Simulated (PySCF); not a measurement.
A calculated (B3LYP, PySCF 2.14, x2c-SVPall, the spin-free X2C one-electron Hamiltonian (Gaussian nucleus)) atom or ion has these occupied shells.

| shell | electrons | orbital energy (eV) | rms radius, mean of both spins (bohr) |
| --- | --- | --- | --- |
| 1s | 2 | -3142.3 | 0.0993 |
| 2s | 2 | -304.58 | 0.450 |
| 2p | 6 | -235.96 | 0.419 |
| 3s | 2 | -25.908 | 1.52 |
| 3p | 6 | -10.974 | 1.77 |

Q: Name the element and its charge.

A: Ar (argon, neutral), in [Ar], closed-shell 1S.
